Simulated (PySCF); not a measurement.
Sn(H)(SH) (H₂SSn), SMILES [SH][SnH] (connectivity only; charge and spin as stated), neutral, multiplicity 1.

Geometry: B3LYP-D3(BJ)/def2-TZVP. The def2 effective core potentials stand for the cores of Sn; spin–orbit coupling is left out.

Level of theory: M06-2X/def2-TZVPD (PySCF).

Symmetry labels are those of the subgroup Cs that the program uses (full group Cs).

Computed valence orbital energies around the gap with their symmetry:
```tsv
orbital	symmetry	energy (eV)
HOMO−7	A'	-31.44
HOMO−6	A'	-31.32
HOMO−5	A'	-21.60
HOMO−4	A'	-14.30
HOMO−3	A'	-12.00
HOMO−2	A'	-9.52
HOMO−1	A"	-8.67
HOMO	A'	-7.83
LUMO	A"	-1.93
LUMO+1	A'	-0.09
LUMO+2	A'	0.23
LUMO+3	A'	0.93
```
